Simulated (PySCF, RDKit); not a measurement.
Isomers of CH7BSi. Isolated molecules, 0 K electronic values unless said otherwise. One relaxed conformer stands for each flexible species; it need not be the lowest. Strings in code marks are SMILES.

Quantity: electronic energy of isomers of CH7BSi relative to `BC[SiH3]`, in eV. Force-field values (RDKit) are differences of steric energies, which aren't made for comparing isomers with other bonds.

Level 1: B3LYP/6-311+G** // PBE0-D3(BJ)/def2-TZVP (PySCF)
Level 2: PBE/6-31G* // PBE0-D3(BJ)/def2-TZVP (PySCF)
Level 3: HF/6-31G* // PBE0-D3(BJ)/def2-TZVP (PySCF)
Level 4: UFF, relaxed from the DFT geometry (RDKit)

```tsv
species	level 2	level 3	level 4
`B[SiH2]C`	0.404	0.412	-0.023
`CB[SiH3]`	0.175	0.297	-0.013
```

What does level 1 give for each?


- `B[SiH2]C`: 0.44
- `CB[SiH3]`: 0.235
